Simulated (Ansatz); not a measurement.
Cost and result for the atomization energy of FH5InNSi (`N[SiH2][InH][F]`) (9 atoms, 8 bonds).

```xyz
9

N    -1.128    0.732    0.692
Si   -0.285    0.621   -0.790
In    1.278   -1.321   -0.240
F     0.941   -1.400    1.720
H    -0.744    0.277    1.507
H    -1.787    1.458    0.915
H    -1.187    0.331   -1.940
H     0.502    1.829   -1.189
H     2.411   -2.527   -0.675
```

The species carries charge 0 and has multiplicity 1. Correlated methods include outer-core shells of In, which these sets cover unevenly. In: def2 effective core potential. The geometry is a stationary point of PBE0-D4/def2-TZVP. It is one conformer, not always the lowest. Program: Ansatz. All runs use 4 threads of an AMD EPYC 7B13 on a shared host. Times are those of one run each, without the atoms' runs, and a repeat can differ threefold. Electronic energies, without spin–orbit coupling; frozen cores. CCSD(T)/CBS adds CCSD(T) − MP2 in def2-TZVPP to the MP2 limit, and its time is that of the two runs behind it. T1 = 0.015. With those shells the extrapolation isn't a true limit. B3LYP takes the VWN-RPA correlation (the form of Gaussian; ORCA's B3LYP/G).

CCSD(T)/CBS is a level of theory with its own doubt, some kJ/mol a heavy atom from the limit and from the frozen cores, so smaller differences don't rank the functionals.

```
                             level  functions  wall time  atomization (kJ/mol)  difference from CCSD(T)/CBS  per bond
   PBE-D4/def2-TZVPP (with forces)        224        2 s                2662.0                         -1.6      -0.2
                PBE0-D4/def2-TZVPP        224      2.3 s                2611.5                        -52.1      -6.5
               BHLYP-D4/def2-TZVPP        224      2.5 s                2564.8                        -98.8     -12.3
           CAM-B3LYP-D4/def2-TZVPP        224      2.8 s                2664.3                          0.7       0.1
r2SCAN-D4/def2-TZVPP (with forces)        224      3.4 s                2640.8                        -22.8      -2.8
 B3LYP-D4/def2-TZVPP (with forces)        224      3.6 s                2638.6                        -25.0      -3.1
                 B2PLYP/def2-TZVPP        224      4.1 s                2604.4                        -59.2      -7.4
                  CCSD(T)/def2-SVP         97      4.1 s                2418.7                       -244.9     -30.6
                ωB97X-V/def2-TZVPP        224      5.5 s                2677.0                         13.4       1.7
  ωB97M-V/def2-TZVPP (with forces)        224        8 s                2658.8                         -4.8      -0.6
                    MP2/def2-QZVPP        416       12 s                2642.3                        -21.3      -2.7
                CCSD(T)/def2-TZVPP        224       92 s                2569.8                        -93.8     -11.7
                 CCSD(T)/CBS(def2)          –      100 s                2663.6                          0.0       0.0
```

From r2SCAN to r2SCAN0 (25 % exact exchange), in def2-TZVPP and without D4, the atomization energy moves by −51.0 kJ/mol: exact exchange takes away binding that semilocal exchange gives to molecules. At CCSD(T), def2-SVP lies −244.9 kJ/mol from the extrapolated value and def2-TZVPP −93.8 kJ/mol: correlation converges slowly with the basis, and small sets miss more of it in the bonded molecule than in its fragments. In def2-TZVPP, CCSD(T) changes the Hartree–Fock value by +732.8 kJ/mol (the triples alone add +38.7 kJ/mol) and MP2 by +748.4 kJ/mol; breaking electron pairs costs correlation energy, which Hartree–Fock lacks.

Spin–orbit coupling would lower the free In atoms strongly, and the atomization energy with them, by more than many differences here.
